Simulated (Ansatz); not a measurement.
`FC[SiH](F)F` + `[NH2][AlH2]` → `FC[NH][AlH2]` + `F[SiH2]F` at 500 K and 1 bar (substitution at a C–Si bond).

Isolated molecules relaxed with PBE0-D4/def2-TZVP in Ansatz; ΔE leaves out vibrations. CCSD(T)/CBS adds triple-zeta CCSD(T) − MP2 to the extrapolated MP2 energy (def2 sets, frozen cores). This one scheme is used for every species. One conformer a species, not always the lowest.

```json
{"species": "`FC[SiH](F)F`", "CCSD(T)/CBS energy (Eh)": "-628.43886", "H − E (kJ/mol)": "156.9", "S (J/(mol·K))": "383.3"}
{"species": "`[NH2][AlH2]`", "CCSD(T)/CBS energy (Eh)": "-299.14566", "H − E (kJ/mol)": "129.9", "S (J/(mol·K))": "289.4"}
{"species": "`FC[NH][AlH2]`", "CCSD(T)/CBS energy (Eh)": "-437.58340", "H − E (kJ/mol)": "199.0", "S (J/(mol·K))": "365.9"}
{"species": "`F[SiH2]F`", "CCSD(T)/CBS energy (Eh)": "-489.99391", "H − E (kJ/mol)": "85.3", "S (J/(mol·K))": "295.3"}
```

H − E and S are ideal-gas, rigid-rotor, harmonic terms from PBE0-D4/def2-TZVP, for one conformer and one mirror image of each species. 1 Eh = 2625.50 kJ/mol, R = 8.31446 J/(mol·K).

Question: By hand: ΔE, ΔH, ΔS and ΔG.

Answer: ΔE = (-437.58340) + (-489.99391) − (-628.43886) − (-299.14566) = 0.00721 Eh = 18.9 kJ/mol. Δ(H − E) = 199.0 + 85.3 − 156.9 − 129.9 = -2.5, so ΔH = 16.4 kJ/mol. ΔS = 365.9 + 295.3 − 383.3 − 289.4 = -11.5 J/(mol·K). ΔG = 16.4 − 500 × (-11.5)/1000 = 22.1 kJ/mol.

Question: By hand: the equilibrium constant, and the temperature at which ΔG would vanish if ΔH and ΔS stayed fixed.

Answer: log₁₀ K = −ΔG/(RT ln 10) = -2.3. ΔH and −TΔS have one sign here, so there is no such temperature.

TΔS isn't small against ΔH here. A doubt of 5 kJ/mol in ΔE shifts log₁₀ K by 0.5 here. Other conformers and mirror images would add mixing entropy, several J/(mol·K) or more a flexible species. These are equilibria of isolated gas molecules and say nothing of rates. Largest T1 diagnostic: 0.012 (customary marks: 0.02 for closed shells, 0.045 for open ones).

ΔS is within the doubt of such terms, so its sign, and with it that verdict, could turn.
